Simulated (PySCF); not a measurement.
A structure optimised at PBE0-D3(BJ)/def2-SVP, used in a PySCF frequency run:

```xyz
9

Si    -0.4553     0.3377     0.4835
F     -0.6323     1.8765     0.0221
Br     1.5169    -0.3748    -0.1567
O     -1.5722    -0.5930    -0.2642
C     -2.9693    -0.4599    -0.1549
H     -0.5707     0.3107     1.9577
H     -3.3182     0.4909    -0.5910
H     -3.3057    -0.5089     0.8959
H     -3.4388    -1.2880    -0.7042
```
Charge 0, spin multiplicity 1.

Problem. Write its SMILES and formula.

Solution. CO[SiH](F)Br, CH4BrFOSi

Problem. What are its rotational constants (standard atomic weights)?

Solution. 4.9568, 1.2920, 1.0808 GHz
